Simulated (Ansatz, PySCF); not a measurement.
Stretching the Ge1–H2 bond in GeH2O (SMILES [OH][GeH]) (multiplicity 1 held, fragments rigid). Energies count from the point at 1.623 Å.
Geometry at that point (charge 0, multiplicity 1):
```xyz
4

Ge    -0.2353    -0.2010     0.2473
H     -1.4109    -0.0317    -0.8587
O      1.0252     0.6808    -0.6889
H      0.7380     1.0157    -1.5451
```

R- and RO- levels are restricted; in cc, def2 and unpolarised 6-31G sets they are followed outwards from rest. U- levels take the lowest unrestricted solution at each point, which mixes spins at long bonds. Curves can end on different states.

Rows in LANL2DZ carry no dispersion term and start afresh at each structure. LANL2DZ brings its own core potentials from Na on.

Codes used: Ansatz (Gaussian orbitals); PySCF for LANL2DZ rows. Each number belongs to the level named beside it.

### Question
One of these levels gives 98.77 kcal/mol for the energy at R = 5.194 Å. Which?
A. U-HF/LANL2DZ
B. R-B3LYP/cc-pVTZ
C. R-PBE/cc-pVTZ
D. R-HF/cc-pVTZ

### Answer
B, R-B3LYP/cc-pVTZ. The others give 48.32 (U-HF/LANL2DZ), 135.88 (R-HF/cc-pVTZ), 89.54 (R-PBE/cc-pVTZ)

Doubts at one or more of the structures used: a spin-contaminated determinant (U-HF/LANL2DZ); a restricted determinant that unrestricted orbitals would lower (R-HF/cc-pVTZ, R-PBE/cc-pVTZ, R-B3LYP/cc-pVTZ).

Ansatz is a first-principles code.
